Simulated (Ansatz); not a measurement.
A made-up structure of Al2H2Se, singlet:

```xyz
5
angstrom
Al -1.1217 -0.7169 -0.4002
Al 1.2427 0.0631 0.6198
Se -0.3314 1.7883 -0.6009
H -2.6164 -1.4664 -0.9832
H 2.8267 0.3319 1.3645
```

It is relaxed with PBE-D4/def2-SVP and then PBE0-D4/def2-TZVP (Ansatz 0.2.0). Atoms count as bonded within 1.22 times the sum of their covalent radii (H–H: 0.88 Å). The end point is not checked to be a true minimum.

Task: Does its bonding change? (Judge from chemistry; the calculation decides.)

Result: Computed: No: no bond forms or breaks.

Where it ends: The first stage lowers the energy by 0.95 eV in 5 steps. It ends as Al₂H₂Se ([AlH]1[AlH][Se]1):
```xyz
5
angstrom
Al -1.0014 -0.6403 -0.3572
Al 1.1095 0.0569 0.5533
Se -0.2960 1.5969 -0.5366
H -2.3360 -1.3093 -0.8778
H 2.5238 0.2959 1.2183
```

Labels in which every atom is bracketed show which atoms are joined, not bond orders.

For scale, one of the runs: PBE0-D4/def2-TZVP relaxation, 134 basis functions, launched by `ansatz run in.yaml --threads 2 --pin off --events-out ev --progress --plain --max-ram 4352MiB`. The run took about 14 s on 2 CPU threads of an Arm Neoverse V2 (shared host).
